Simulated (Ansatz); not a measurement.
Method: r2SCAN-D4/def2-TZVP (Ansatz, a quantum-chemistry and plane-wave program). No frequencies were computed at this level.

Ansatz 0.2 input:
```yaml
crystal:
  periodic: [false, false, false]
  atoms:
    - { symbol: Ge, position_ang: [-0.000009, 0.000003, 0.000004] }
    - { symbol: H, position_ang: [-0.763945, -0.605018, -1.117266] }
    - { symbol: H, position_ang: [0.156956, 1.454652, -0.239288] }
    - { symbol: H, position_ang: [1.33744, -0.634011, 0.084597] }
    - { symbol: H, position_ang: [-0.730442, -0.215625, 1.271954] }
basis:
  gaussian: { orbitals: def2-tzvp }
hamiltonian:
  xc: r2scan
  dispersion: d4
relax:
  max_steps: 150
```

Output:

```
Functional definition: r2SCAN
534 factors; their error is unknown
mean field evaluation 1: about -56582.0502 eV, gradient 1.9e1 eV
mean field evaluation 2: about -56582.3798 eV, gradient 1.7e1 eV
mean field evaluation 4: about -56582.5542 eV, gradient 5.6e-1 eV
mean field evaluation 8: about -56582.5473 eV, gradient 8.2e-4 eV
mean field -56582.54732654 eV, -2079.3702612221 hartree, gradient 3.0e-5 eV, S^2 0.000000; 0 other end points of the search recorded, 0 dependent functions left out
reference -56582.54733537 eV, -2079.3702615468 hartree; 18, 18 occupied and 54, 54 virtual orbitals, 534 factors
relax step   1: F+E_penalty+E_count = -56582.55688493 eV  Δ(F+E_penalty+E_count) = +0.000e0 eV  max|allowed force component| = 9.028e-1 eV/Å  Δτ_max = 0.0000 Å  (20 SCF iters, accepted)
these checks for a lower state are left out or cut short: starts, cluster_reference, orbital_swaps, neighbouring_geometries, increment
534 factors; their error is unknown
mean field evaluation 16: about -56582.6280 eV, gradient 6.4e-5 eV
mean field -56582.62798657 eV, -2079.3732254238 hartree, gradient 6.4e-5 eV, S^2 0.000000; 0 other end points of the search recorded, 0 dependent functions left out
reference -56582.62799547 eV, -2079.3732257507 hartree; 18, 18 occupied and 54, 54 virtual orbitals, 534 factors
relax step   2: F+E_penalty+E_count = -56582.63755865 eV  Δ(F+E_penalty+E_count) = -8.067e-2 eV  max|allowed force component| = 1.827e-1 eV/Å  Δτ_max = 0.0371 Å  (22 SCF iters, accepted)
these checks for a lower state are left out or cut short: starts, cluster_reference, orbital_swaps, neighbouring_geometries, increment
534 factors; their error is unknown
mean field -56582.63184821 eV, -2079.3733673362 hartree, gradient 5.0e-5 eV, S^2 0.000000; 0 other end points of the search recorded, 0 dependent functions left out
reference -56582.63185712 eV, -2079.3733676638 hartree; 18, 18 occupied and 54, 54 virtual orbitals, 534 factors
relax step   3: F+E_penalty+E_count = -56582.64142495 eV  Δ(F+E_penalty+E_count) = -3.866e-3 eV  max|allowed force component| = 4.232e-3 eV/Å  Δτ_max = 0.0102 Å  (23 SCF iters, accepted)
534 factors; their error is unknown
mean field evaluation 32: about -56582.6318 eV, gradient 6.3e-4 eV
mean field -56582.63184821 eV, -2079.3733673362 hartree, gradient 5.0e-5 eV, S^2 0.000000; 1 other end points of the search recorded, 0 dependent functions left out
reference -56582.63185712 eV, -2079.3733676638 hartree; 18, 18 occupied and 54, 54 virtual orbitals, 534 factors
Total energy: -56582.64143386 eV, -2079.3737196025 hartree
Atom 0 at    -0.000001     0.000000     0.000000 Å, force    -0.000004    -0.000001    -0.000005 eV/Å
Atom 1 at    -0.788340    -0.624340    -1.152948 Å, force    -0.002215    -0.001756    -0.003243 eV/Å
Atom 2 at     0.161953     1.501121    -0.246927 Å, force     0.000450     0.004232    -0.000694 eV/Å
Atom 3 at     1.380168    -0.654279     0.087293 Å, force     0.003897    -0.001853     0.000243 eV/Å
Atom 4 at    -0.753781    -0.222502     1.312583 Å, force    -0.002127    -0.000623     0.003698 eV/Å
Dipole moment:    -0.000000     0.000000    -0.000000 e Å
```

Cost: around 4 core-seconds (rough).
